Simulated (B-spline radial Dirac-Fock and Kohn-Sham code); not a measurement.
## What relativity does to the binding energies of Ar⁶⁺

System: Ar⁶⁺ in the configuration [Ne] 3s2.

Both columns are ΔSCF binding energies of the configuration average from a radial finite-basis atomic code: non-relativistic Hartree-Fock with a point nucleus, and Dirac-Fock with a finite nucleus and the Coulomb interaction alone, averaged over the two j levels with weights 2j+1.

```
shell  Hartree-Fock (eV)  Dirac-Fock (eV)  shift (eV)  shift (%)
   1s             3323.7           3337.6      +13.94      +0.42
   2s              444.4            447.0       +2.53      +0.57
   2p              368.4            368.6       +0.19      +0.05
   3s              121.9            122.3       +0.43      +0.35
```

Relativity binds 1s, 2s, 2p, 3s more strongly, among those listed most of all 2s in relative terms.

Values without a named source are computed, but for edge energies of neutral atoms, which are taken from tables.
